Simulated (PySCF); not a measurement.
Atoms are numbered as in `[CH2:1]=[CH:2][B@@H-:3]([PH3+:4])[Cl:5]`. Each H is labelled by its parent atom. Ha(C1) is cis to B3; Hb(C1) is trans to B3.

Geometry: PBE0-D3(BJ)/def2-SVP; GIAO absolute shieldings from PySCF 2.14, gas phase, non-relativistic, averaged over equivalent atoms.

At WP04/pcSseg-2 (292 basis functions, 71 s wall time on 1 thread of an Arm Neoverse N1, shared host):
```
 atoms  σ (ppm)
    C2     14.1
    C1     47.2
    B3    103.2
    P4    399.8
   Cl5    946.0
 H(C2)    25.22
Hb(C1)    26.39
Ha(C1)    27.05
 H(P4)    27.57
 H(B3)    28.07
```

Estimate the result of repeating the calculation with BP86/pcSseg-2.

Answers


| atoms | σ at BP86/pcSseg-2 | change |
| --- | --- | --- |
| C2 | 19.3 | +5.2 |
| C1 | 54.2 | +7.0 |
| B3 | 108.3 | +5.1 |
| P4 | 435.0 | +35.2 |
| Cl5 | 924.7 | -21.3 |
| H(C2) | 24.38 | -0.84 |
| Hb(C1) | 25.72 | -0.67 |
| Ha(C1) | 26.28 | -0.77 |
| H(P4) | 26.93 | -0.64 |
| H(B3) | 27.00 | -1.07 |

The largest change is at P4 (phosphorus bonded to B, 3 H). Cost: 292 basis functions, 40 s wall time on 1 thread of an Arm Neoverse V2, shared host.

A carbon bonded to boron is broadened by the quadrupolar boron nucleus and is often missing from a measured spectrum.
